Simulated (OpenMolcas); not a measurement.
Ni5+: Racah parameters, worked from levels

```json
{
  "Program": "OpenMolcas",
  "Basis": "ANO-RCC-VQZP [7s6p4d3f2g1h]",
  "Scalar Hamiltonian": "DKH2, point nucleus",
  "Active space": "5 electrons in 10 orbitals (3d 4d)",
  "State averaging": "2S+1 = 6 even, 1 root; 2S+1 = 4 even, 24 roots; 2S+1 = 2 even, 53 roots",
  "Spin-orbit coupling": "state interaction with AMFI integrals over the reference wave functions, term energies averaged over their components"
}
```

Methods: CASSCF; MS-CASPT2, IPEA 0.25 Eh, imaginary shift 0.1 Eh (closed shells correlated: 3s 3p).

**Racah parameters.** Above 6S, d5 has 4D at 17B + 5C, 4G at 10B + 5C and 4P at 7B + 7C. The first two fix B and C, and the third tests them; where it misses by thousands of cm-1, two parameters do not describe the configuration (Trees and configuration-interaction terms are left out) and B and C hang on the terms chosen. Term energies are centres of gravity, weighted by 2J + 1.

```
   Source     4D     4G     B     C   C/B  4P from B, C  4P found
   CASSCF  57721  46344  1625  6018  3.70         53501     53058
MS-CASPT2  52071  43294  1254  6151  4.91         51835     47746
```

Energies in cm-1. From CASSCF to MS-CASPT2, B changes by -22.8 % and C by +2.2 %.

CASPT2 breaks the degeneracy within a term, and the mean is taken; among the terms shown or strongly mixed into the levels shown the widest spread is 160 cm-1 (3d5 4G, MS-CASPT2). Active for correlation alone: 4d; no level in the range computed is led by a configuration that fills it, so any true level of that kind is missing. Without dynamic correlation excited terms often stand tens of per cent too high (terms of higher spin than the ground term too low), and those without a measured partner can miss by more than the paired ones (holds for CASSCF). Levels of configurations outside the active space are missing.
